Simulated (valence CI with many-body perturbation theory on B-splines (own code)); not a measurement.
E1 transitions of Mn²⁰⁺

Level of theory: relativistic CI+MBPT: three valence electrons over a frozen Dirac-Fock core [He], a basis of 11 s, 11 p, 10 d, 8 f, 5 g, 2 h functions for each j, with the one-electron correlation potential Σ1 (screened to all orders), the two-electron term Σ2, the three-electron term Σ3, Breit, model QED; selected single and double excitations, second order for the rest, scaled by the run's own slope (own B-spline code, finite nucleus).

No measured levels were compared; by estimate levels of excited configurations hold to 0.05 to 0.15 % of their energy, terms of the ground configuration to about 0.5 %.

Lines 1 to 50 of 580 in falling wavelength, among levels below 10979 × 10³ cm⁻¹, chosen from the strongest by gf and those to the six lowest levels. Wavelengths and rates use the calculated energies, so an error of 700 cm⁻¹ moves a line at 3852 Å by 2.7 % and its rate by three times that or more. Electric multipoles are in the length gauge, E1 and E2 with the static RPA response of the core. Weak lines are less certain than strong ones. Lines between different terms over intervals too small for the method are left out, as are lines whose strength nearly cancels. Where a level lies close to another of its J and parity, the split of strength between their lines is uncertain. The highest levels of a list are the least certain.

Names give the largest LS component (configuration and term), which can be under half, so a name can repeat, a term be missing and a line seem to break the LS rules; names also repeat where a configuration has a term twice. Letters in brackets count levels of one name in rising energy.

```csv
λ vac (Å),Upper,Lower,A (s⁻¹),S (a.u.)
3852,2s.2p.4f 2F_7/2 [b],2s.2p.4d 2D°_5/2 [b],7.45e+06,1.68e+00
3824,2s.2p.4f 2F_7/2 [a],2s.2p.4d 2D°_5/2 [a],7.03e+06,1.55e+00
3010,2s.2p.4f 4F_7/2 [b],2s.2p.4d 4D°_5/2,1.18e+07,1.27e+00
2941,2s.2p.4f 4F_7/2 [a],2s.2p.4d 4F°_5/2,1.64e+07,1.65e+00
2858,2s2.4f 2F°_7/2,2s2.4d 2D_5/2,2.12e+07,1.96e+00
2785,2s.2p.4f 4G_9/2,2s.2p.4d 4F°_7/2,2.23e+07,2.38e+00
2737,2s.2p.4f 4F_9/2,2s.2p.4d 4D°_7/2,1.88e+07,1.90e+00
2726,2s.2p.4f 2G_7/2 [b],2s.2p.4d 2F°_5/2 [b],2.25e+07,1.80e+00
2711,2s2.4f 2F°_5/2,2s2.4d 2D_3/2,2.32e+07,1.37e+00
2640,2s.2p.4f 2G_9/2 [b],2s.2p.4d 2F°_7/2 [b],2.68e+07,2.44e+00
2531,2s.2p.4f 4G_7/2,2s.2p.4d 4P°_5/2,1.90e+07,1.22e+00
2371,2s.2p.4f 4G_5/2,2s.2p.4d 4F°_3/2,3.17e+07,1.25e+00
2083,2s.2p.4f 4G_11/2,2s.2p.4d 4F°_9/2,5.56e+07,2.98e+00
1867,2s.2p.4d 4F°_9/2,2s.2p.4p 4D_7/2,1.12e+08,3.60e+00
1788,2s.2p.4d 4F°_7/2,2s.2p.4p 4D_5/2,1.33e+08,2.99e+00
1717,2s.2p.4d 2D°_5/2 [b],2s.2p.4p 2P_3/2 [b],1.20e+08,1.80e+00
1715,2s.2p.4d 4D°_7/2,2s.2p.4p 4P_5/2,8.91e+07,1.77e+00
1711,2s.2p.4d 4F°_5/2,2s.2p.4p 4D_3/2,1.45e+08,2.15e+00
1706,2s.2p.4d 2F°_7/2 [b],2s.2p.4p 2D_5/2 [b],1.50e+08,2.93e+00
1642,2s2.4d 2D_5/2,2s2.4p 2P°_3/2,1.70e+08,2.23e+00
1637,2s.2p.4d 4D°_7/2,2s.2p.4p 4D_7/2,5.63e+07,9.75e-01
1627,2s.2p.4d 4D°_5/2,2s.2p.4p 4P_5/2,8.83e+07,1.13e+00
1593,2s.2p.4d 2P°_3/2 [b],2s.2p.4p 2S_1/2 [b],1.19e+08,9.51e-01
1582,2s.2p.4p 4D_1/2,2s.2p.4s 4P°_1/2,1.71e+08,6.69e-01
1576,2s.2p.4p 4S_3/2,2s.2p.4s 2P°_3/2 [a],1.01e+08,7.80e-01
1536,2s.2p.4d 4D°_5/2,2s.2p.4p 4P_3/2,7.47e+07,8.02e-01
1529,2s.2p.4d 2D°_3/2 [b],2s.2p.4p 2P_1/2 [b],1.14e+08,8.08e-01
1519,2s.2p.4d 4F°_3/2,2s.2p.4p 4D_1/2,1.72e+08,1.19e+00
1511,2s.2p.4d 2F°_5/2 [a],2s.2p.4p 2D_3/2 [a],2.02e+08,2.06e+00
1508,2s.2p.4d 2F°_5/2 [b],2s.2p.4p 2D_3/2 [b],1.84e+08,1.87e+00
1507,2s.2p.4p 2P_3/2 [a],2s.2p.4s 4P°_3/2,1.23e+08,8.33e-01
1504,2s.2p.4d 4P°_5/2,2s.2p.4p 2P_3/2 [a],1.65e+08,1.66e+00
1499,2s.2p.4d 2D°_5/2 [a],2s.2p.4p 4S_3/2,1.22e+08,1.22e+00
1482,2s.2p.4p 2D_3/2 [b],2s.2p.4s 2P°_3/2 [b],1.13e+08,7.25e-01
1465,2s.2p.4d 4P°_3/2,2s.2p.4p 4P_3/2,1.07e+08,6.62e-01
1450,2s.2p.4p 2D_3/2 [b],2s.2p.4s 2P°_1/2 [b],1.17e+08,7.07e-01
1446,2s2.4d 2D_3/2,2s2.4p 2P°_1/2,2.07e+08,1.23e+00
1442,2s.2p.4d 2D°_3/2 [a],2s.2p.4p 2P_1/2 [a],1.64e+08,9.74e-01
1424,2s.2p.4d 2F°_7/2 [a],2s.2p.4p 2D_5/2 [a],2.18e+08,2.49e+00
1424,2s2.4p 2P°_1/2,2s2.4s 2S_1/2,2.53e+08,7.22e-01
1332,2s.2p.4p 2D_3/2 [a],2s.2p.4s 2P°_1/2 [a],2.33e+08,1.09e+00
1328,2s.2p.4p 2D_5/2 [b],2s.2p.4s 2P°_3/2 [b],3.05e+08,2.12e+00
1319,2s.2p.4p 4P_3/2,2s.2p.4s 4P°_5/2,1.85e+08,8.36e-01
1304,2s.2p.4p 4D_7/2,2s.2p.4s 4P°_5/2,3.23e+08,2.83e+00
1294,2s.2p.4d 2P°_3/2 [a],2s.2p.4p 4S_3/2,1.26e+08,5.40e-01
1284,2s.2p.4p 2D_5/2 [a],2s.2p.4s 2P°_3/2 [a],2.73e+08,1.71e+00
1259,2s.2p.4p 4P_5/2,2s.2p.4s 4P°_5/2,3.14e+08,1.86e+00
1240,2s.2p.4p 2P_3/2 [b],2s.2p.4s 2P°_3/2 [b],2.00e+08,7.52e-01
1238,2s.2p.4p 4D_3/2,2s.2p.4s 4P°_1/2,3.34e+08,1.25e+00
1233,2s.2p.4p 4D_5/2,2s.2p.4s 4P°_3/2,3.99e+08,2.21e+00
```
